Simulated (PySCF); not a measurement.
Calculation: PBE-D3(BJ)/def2-TZVP // r2SCAN-D4/def2-SVP in PySCF. Gas-phase values, no solvent. One relaxed conformer stands for a flexible species; it need not be the lowest. 

Reference species: [Ta(F)3(OH)2] (neutral, multiplicity 1).

- charge on the central atom (Mulliken): 1.47 e
- HOMO: -8.43 eV

Changed species: [Ta(F)4(OH)] (1 of 5 F replaced by OH; the reference has 2 of 5 F replaced by OH).

Task: Predict the effect on the charge on the central atom (Mulliken) and HOMO.

Result: the charge on the central atom (Mulliken) rises by 0.05 e, to 1.52 e; the HOMO falls by 0.39 eV, to -8.82 eV.
